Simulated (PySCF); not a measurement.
## Nonlinear optical response: SMILES CB(C)C1=C[C@H]2C=C[C@@H]1C=C2, C10H13B

Cartesian coordinates in Å; atom numbers follow the order of the lines, from 1:
```xyz
24

C     2.5952   -0.1987    1.7138
B     1.9201    0.0341    0.3033
C     2.7762    0.3962   -0.9706
C     0.3762   -0.0945    0.1617
C    -0.4674   -0.3983    1.1656
C    -1.9410   -0.4666    0.7811
C    -2.0049   -1.4865   -0.3581
C    -1.2025   -1.1786   -1.3748
C    -0.4109    0.1088   -1.1532
C    -1.4461    1.1934   -0.8620
C    -2.2497    0.8963    0.1570
H     2.1883    0.5059    2.4597
H     2.3581   -1.2061    2.0977
H     3.6892   -0.0883    1.7060
H     2.4316    1.3541   -1.4009
H     3.8583    0.4695   -0.7916
H     2.6078   -0.3519   -1.7666
H    -0.1550   -0.5887    2.1951
H    -2.5976   -0.7160    1.6226
H    -2.6510   -2.3634   -0.2960
H    -1.0890   -1.7634   -2.2891
H     0.2367    0.3585   -2.0009
H    -1.4870    2.1108   -1.4515
H    -3.0506    1.5272    0.5451
```

Method: quadratic response CAM-B3LYP/def2-SVPD first hyperpolarisability, Taylor convention, gas phase in PySCF 2.14.0. Geometry: PBE0-D3(BJ)/def2-SVP.

Question: Give β for the processes computed.

Answer: In au, Taylor convention; the vector part is βᵢ = ⅓ Σⱼ (βᵢⱼⱼ + βⱼᵢⱼ + βⱼⱼᵢ); β∥ is 3/5 of the vector part along the dipole, the dipole points from − to +:
| process | λ (nm) | β vector norm | β∥ | β HRS | depolarisation ratio |
| --- | --- | --- | --- | --- | --- |
| static β(0;0,0) | ∞ | 322.2 | 183.7 | 143.1 | 4.07 |
| second harmonic β(−2ω;ω,ω) | 1907 | 355.7 | 202.6 | 157.1 | 4.13 |
| Pockels β(−ω;ω,0) | 1907 | 332.8 | 189.7 | – | – |
| second harmonic β(−2ω;ω,ω) | 1064 | 456.0 | 259.1 | 198.8 | 4.27 |
| Pockels β(−ω;ω,0) | 1064 | 358.3 | 204.1 | – | – |

Question: Which lowest excitations, dipole and polarisabilities go with it?

Answer: S1 4.33 eV (f = 0.044); S2 5.18 eV (f = 0.000); S3 5.29 eV (f = 0.000); dipole 0.70 D; isotropic α 119.3 au static, 119.7 au at 1907 nm, 120.5 au at 1064 nm, 120.7 au at 953.5 nm, 124.3 au at 532 nm.
